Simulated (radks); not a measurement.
Values are calculated unless marked as measured or tabulated.
All-electron atom: Re LXXII in [He] 2s2. Level of theory: scalar-relativistic Kohn-Sham, PBEsol, spin-polarised, spherical densities, finite nucleus; Fermi nuclear charge, rms radius 5.3698 fm (a radial shooting solver on a logarithmic mesh with Libxc functionals).

Unscreened Slater integrals over Kohn-Sham orbitals (cm^-1). They are taken over the spin-up orbitals.

F0(2s,2s): 2716600
F0(2s,1s): 3848700
G0(2s,1s): 409630
F0(1s,1s): 1.1607e+07
